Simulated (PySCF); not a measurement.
C₄H₅BO₂, SMILES OB1OC=CC1=C. Geometry: B3LYP-D3(BJ)/def2-SVP. The structure was generated by enumeration, and PubChem lists no compound with its InChIKey, so it may never have been made. Other conformers were not sampled.

Give the equilibrium geometry at B3LYP-D3(BJ)/def2-SVP (PySCF confirms it by a frequency run) as Cartesian coordinates in Å, and its point group. (Estimate from the structure and the level; the computed values follow.)

Several could match; the one computed here: point group Cs.
```xyz
12

C     -1.4364     1.6837     0.0000
C     -0.3887     0.8383     0.0000
C      1.0444     1.1607     0.0000
C      1.7423     0.0059     0.0000
O      0.9690    -1.1398     0.0000
B     -0.3669    -0.7336     0.0000
O     -1.3909    -1.6112     0.0000
H     -1.3089     2.7719     0.0000
H     -2.4627     1.3051     0.0000
H      1.4870     2.1573     0.0000
H      2.8203    -0.1580     0.0000
H     -1.0956    -2.5319     0.0000
```
Charge 0, spin multiplicity 1.
